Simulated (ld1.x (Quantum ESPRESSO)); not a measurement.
# What one change does to a pseudopotential (boron (B), RRKJ)

- Element: B (Z = 5)
- Generator: ld1.x (Quantum ESPRESSO) 7.5
- Type: norm-conserving RRKJ (Kleinman–Bylander form)
- Functional: LDA (PZ)
- Relativity: non-relativistic
- Frozen core: [He]
- Valence charge: 3
- Reference configuration: 2s2 2p1
- Partial waves: 2s (bound): rc 1.20 bohr; 2p (bound): rc 2.35 bohr; 3d channel at 0.25 Ry: rc 2.00 bohr
- Local potential: all-electron potential smoothed inside 1.20 bohr (lloc = -1)
- Core correction: Bessel-smoothed model core inside 0.55 bohr
- rho0: 0.001

All-electron outer shells of the reference configuration (LDA (PZ), non-relativistic, ld1.x):

```json
{"shell": "2s", "level (eV)": "-9.39", "outermost node (bohr)": "0.46", "outermost maximum (bohr)": "1.52"}
{"shell": "2p", "level (eV)": "-3.72", "outermost node (bohr)": "–", "outermost maximum (bohr)": "1.55"}
```

Change: all radii but the core radius scaled by about 0.97 (s 1.16, p 2.28, d 1.94 bohr); local potential all-electron potential smoothed inside 1.16 bohr (lloc = -1).

Cutoffs: the cutoffs (Ry, on a coarse ladder) from which the occupation-weighted sum of valence levels, in a spherical-Bessel basis at the reference potential, stays within 10 and 1 mRy of its value at 400 Ry; they do not see the model core or the augmentation charge, which bear on the density cutoff. Errors are all-electron minus pseudo energies relative to the spin-unpolarised reference configuration.

Problem. Predict the effect on cutoff, ghosts and configuration errors.

Solution. The potential gets harder (40 Ry and 80 Ry → 50 Ry and 100 Ry); of the 9 tests that both files solve, the error grows in 0 and shrinks in 7 by more than 15 % and 0.3 meV (median size 7.0 → 5.9 meV); neither file shows a bound ghost. A smaller radius makes the pseudo-wave follow the all-electron one further in, where it bends more sharply, so more plane waves are needed. Less of the atom is replaced, so other configurations are described better.

```csv
quantity,base,changed
"cutoff, loose",40 Ry,50 Ry
"cutoff, tight",80 Ry,100 Ry
bound ghosts,none,none
"error for 2s2 2p0, meV [ΔE 8.33 eV]",+40,+33
"error for 2s1 2p0, meV [ΔE 33.63 eV]",+144,+121
"error for 2s2 2p0.5, meV [ΔE 2.94 eV]",+5.4,+4.4
"error for 2s2 2p1.3, meV [ΔE -0.77 eV]",+0.4,+0.3
"error for 2s1 2p2, meV [ΔE 5.68 eV]",-2.1,-0.7
"error for 2s1 2p1, meV [ΔE 14.28 eV]",-14,-10
"error for 2s0 2p3, meV [ΔE 11.39 eV]",-7.0,-1.6
"error for 2s2 2p1 (spin-polarised), meV [ΔE -0.24 eV]",+6.0,+5.9
"error for 2s1 2p0 (spin-polarised), meV [ΔE 32.90 eV]",+146,+122
```
